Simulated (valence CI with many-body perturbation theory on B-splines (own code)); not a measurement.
**E1 line list for Yb XXXVIII**

Method: relativistic CI+MBPT: five valence electrons over a frozen Dirac-Fock core [Ar] 3d10, radial functions for each j: 11 s, 11 p, 10 d, 8 f, 5 g, 2 h, with the one-electron correlation potential Σ1, the two-electron term Σ2, the three-electron term Σ3, Breit, model QED; selected CI, second order for the rest, scaled by the run's own slope (own B-spline code, finite nucleus).

No measured spectrum was set against this ion. As an estimate, large intervals hold to a few tenths of a per cent, small ones and those within an open d or f shell to about a per cent. Among the levels kept, up to 2100 cm⁻¹ of a level comes from second order outside the variational space, and about a tenth of that is noise between levels of different J, which matters for small intervals.

Lines 51 to 100 of 555 in falling wavelength, among levels below 33.827 Ry, chosen from the strongest by gf and those to the six lowest levels. Wavelengths and rates use the calculated energies. Electric multipoles are in the length gauge, E1 and E2 with the static RPA response of the core. Weak lines are less certain than strong ones. Lines between different terms over intervals too small for the method are left out, as are lines whose strength nearly cancels. Where a level lies close to another of its J and parity, the split of strength between their lines is uncertain. The highest levels of a list are the least certain.

Levels are named by their leading jj configuration (3d3/2^4 stands for four electrons in 3d with j = 3/2), which in mixed levels can hold well under half, so a name can repeat and another be missing. Letters in brackets count levels of one name in rising energy.

```
λ vac (Å)                               Upper                               Lower   A (s⁻¹)  S (a.u.)
    125.7  (4s^2 4p1/2 4p3/2 4d5/2) J=5/2 [c]                (4s^2 4p3/2^3) J=3/2  5.77e+09  3.39e-02
    125.4          (4s 4p1/2^2 4p3/2^2) J=3/2          (4s^2 4p1/2 4p3/2^2) J=5/2  2.38e+10  9.25e-02
    125.0          (4s^2 4p1/2^2 4d5/2) J=5/2          (4s^2 4p1/2 4p3/2^2) J=3/2  3.91e+09  2.26e-02
    122.1  (4s 4p1/2 4p3/2^2 4d5/2) J=7/2 [c]          (4s^2 4p3/2^2 4d5/2) J=9/2  6.18e+09  4.45e-02
    121.9  (4s 4p1/2^2 4p3/2 4d5/2) J=7/2 [b]  (4s^2 4p1/2 4p3/2 4d5/2) J=7/2 [a]  8.52e+09  6.09e-02
    121.6  (4s 4p1/2 4p3/2^2 4d5/2) J=5/2 [c]          (4s^2 4p3/2^2 4d3/2) J=7/2  7.85e+09  4.18e-02
    121.5  (4s 4p1/2^2 4d3/2 4d5/2) J=3/2 [a]  (4s 4p1/2 4p3/2^2 4d3/2) J=5/2 [a]  1.22e+10  4.33e-02
    119.3          (4s 4p1/2^2 4p3/2^2) J=3/2          (4s^2 4p1/2 4p3/2^2) J=3/2  8.77e+09  2.94e-02
    119.2  (4s 4p1/2^2 4d3/2 4d5/2) J=5/2 [b]  (4s 4p1/2 4p3/2^2 4d3/2) J=7/2 [a]  1.03e+10  5.18e-02
    118.8        (4s 4p1/2 4p3/2^3) J=3/2 [b]                (4s^2 4p3/2^3) J=3/2  1.50e+10  4.95e-02
    117.4  (4s 4p1/2 4p3/2^2 4d5/2) J=9/2 [c]          (4s^2 4p3/2^2 4d5/2) J=9/2  9.02e+09  7.20e-02
    115.7  (4s^2 4p1/2 4p3/2 4d5/2) J=1/2 [b]                (4s^2 4p3/2^3) J=3/2  1.01e+10  1.55e-02
    110.2          (4s^2 4p1/2^2 4f5/2) J=5/2      (4s^2 4p1/2 4p3/2 4d3/2) J=7/2  1.05e+10  4.14e-02
    97.03  (4s^2 4p1/2 4p3/2 4d3/2) J=3/2 [a]          (4s^2 4p1/2 4p3/2^2) J=1/2  6.54e+08  1.18e-03
    96.65  (4s^2 4p1/2 4p3/2 4d3/2) J=1/2 [a]          (4s^2 4p1/2 4p3/2^2) J=1/2  4.39e+08  3.91e-04
    92.46  (4s^2 4p1/2 4p3/2 4d3/2) J=3/2 [a]          (4s^2 4p1/2 4p3/2^2) J=5/2  2.44e+09  3.81e-03
    92.36  (4s^2 4p1/2 4p3/2 4d3/2) J=5/2 [a]          (4s^2 4p1/2 4p3/2^2) J=5/2  3.44e+09  8.02e-03
    89.78        (4s 4p1/2 4p3/2^3) J=3/2 [a]          (4s^2 4p1/2 4p3/2^2) J=1/2  4.20e+08  6.00e-04
    89.12  (4s^2 4p1/2 4p3/2 4d3/2) J=3/2 [a]          (4s^2 4p1/2 4p3/2^2) J=3/2  1.17e+09  1.64e-03
    89.05  (4s 4p1/2^2 4d3/2 4d5/2) J=7/2 [b]  (4s 4p1/2^2 4p3/2 4d5/2) J=7/2 [a]  1.09e+10  3.05e-02
    89.02          (4s^2 4p1/2^2 4d3/2) J=3/2          (4s^2 4p1/2^2 4p3/2) J=3/2  4.16e+09  5.80e-03
    88.80  (4s^2 4p1/2 4p3/2 4d3/2) J=1/2 [a]          (4s^2 4p1/2 4p3/2^2) J=3/2  1.32e+09  9.14e-04
    85.02          (4s^2 4p3/2^2 4d3/2) J=5/2                (4s^2 4p3/2^3) J=3/2  2.21e+09  4.02e-03
    84.96  (4s 4p1/2 4p3/2^2 4d5/2) J=9/2 [a]  (4s^2 4p1/2 4p3/2 4d5/2) J=7/2 [a]  1.93e+10  5.84e-02
    84.46  (4s^2 4p1/2 4p3/2 4f7/2) J=7/2 [b]  (4s^2 4p1/2 4p3/2 4d5/2) J=5/2 [c]  1.41e+10  3.36e-02
    84.25  (4s^2 4p1/2 4p3/2 4d3/2) J=1/2 [b]          (4s^2 4p1/2 4p3/2^2) J=1/2  1.82e+09  1.08e-03
    83.73          (4s^2 4p3/2^2 4d5/2) J=1/2                (4s^2 4p3/2^3) J=3/2  1.25e+09  7.26e-04
    83.45  (4s^2 4p1/2 4p3/2 4f7/2) J=7/2 [a]  (4s^2 4p1/2 4p3/2 4d5/2) J=5/2 [b]  1.69e+10  3.89e-02
    83.10  (4s^2 4p1/2 4p3/2 4d5/2) J=7/2 [a]          (4s^2 4p1/2 4p3/2^2) J=5/2  5.66e+08  1.28e-03
    82.97        (4s 4p1/2 4p3/2^3) J=3/2 [a]          (4s^2 4p1/2 4p3/2^2) J=3/2  4.00e+09  4.51e-03
    82.89     (4s 4p1/2 4p3/2^2 4d5/2) J=11/2      (4s^2 4p1/2 4p3/2 4d5/2) J=9/2  1.30e+10  4.38e-02
    82.88      (4s 4p1/2^2 4d3/2 4d5/2) J=9/2      (4s 4p1/2^2 4p3/2 4d5/2) J=9/2  1.62e+10  4.54e-02
    82.68     (4s^2 4p3/2 4d3/2 4d5/2) J=11/2          (4s^2 4p3/2^2 4d5/2) J=9/2  1.27e+10  4.25e-02
    82.41  (4s 4p1/2^2 4p3/2 4d5/2) J=7/2 [a]          (4s^2 4p1/2^2 4d5/2) J=5/2  1.86e+10  4.12e-02
    82.38  (4s 4p1/2^2 4p3/2 4d3/2) J=5/2 [a]          (4s^2 4p1/2^2 4d3/2) J=3/2  2.77e+08  4.58e-04
    81.98  (4s 4p1/2^2 4p3/2 4d3/2) J=3/2 [a]          (4s^2 4p1/2^2 4d3/2) J=3/2  3.11e+09  3.39e-03
    81.97  (4s 4p1/2^2 4p3/2 4d3/2) J=1/2 [a]          (4s^2 4p1/2^2 4d3/2) J=3/2  8.59e+08  4.67e-04
    81.34  (4s^2 4p1/2 4p3/2 4d3/2) J=5/2 [b]          (4s^2 4p1/2 4p3/2^2) J=5/2  1.16e+09  1.85e-03
    81.32  (4s^2 4p1/2 4p3/2 4f7/2) J=9/2 [a]  (4s^2 4p1/2 4p3/2 4d5/2) J=7/2 [b]  1.91e+10  5.07e-02
    80.89  (4s^2 4p1/2 4p3/2 4d3/2) J=3/2 [b]          (4s^2 4p1/2 4p3/2^2) J=5/2  1.72e+09  1.80e-03
    80.21  (4s^2 4p1/2 4p3/2 4d5/2) J=5/2 [a]          (4s^2 4p1/2 4p3/2^2) J=3/2  1.23e+09  1.88e-03
    79.77      (4s^2 4p3/2^2 4d3/2) J=3/2 [b]                (4s^2 4p3/2^3) J=3/2  6.03e+09  6.04e-03
    79.58  (4s^2 4p1/2 4p3/2 4d5/2) J=3/2 [a]          (4s^2 4p1/2 4p3/2^2) J=1/2  1.46e+09  1.45e-03
    79.06  (4s^2 4p1/2 4d3/2 4d5/2) J=7/2 [b]  (4s^2 4p1/2 4p3/2 4d3/2) J=5/2 [b]  3.89e+10  7.59e-02
    79.01          (4s^2 4p3/2^2 4f5/2) J=9/2          (4s^2 4p3/2^2 4d5/2) J=7/2  3.59e+10  8.75e-02
    78.96      (4s^2 4p1/2 4p3/2 4f5/2) J=9/2  (4s^2 4p1/2 4p3/2 4d5/2) J=7/2 [b]  3.01e+10  7.31e-02
    78.92            (4s 4p3/2^3 4d5/2) J=7/2          (4s^2 4p3/2^2 4d3/2) J=7/2  1.68e+10  3.27e-02
    78.85  (4s 4p1/2 4p3/2^2 4d3/2) J=5/2 [e]  (4s^2 4p1/2 4p3/2 4d3/2) J=3/2 [b]  3.67e+10  5.33e-02
    78.75  (4s^2 4p1/2 4p3/2 4d3/2) J=5/2 [b]          (4s^2 4p1/2 4p3/2^2) J=3/2  1.95e+10  2.81e-02
    78.50  (4s^2 4p3/2 4d3/2 4d5/2) J=5/2 [c]      (4s^2 4p3/2^2 4d3/2) J=3/2 [b]  5.37e+10  7.69e-02
```
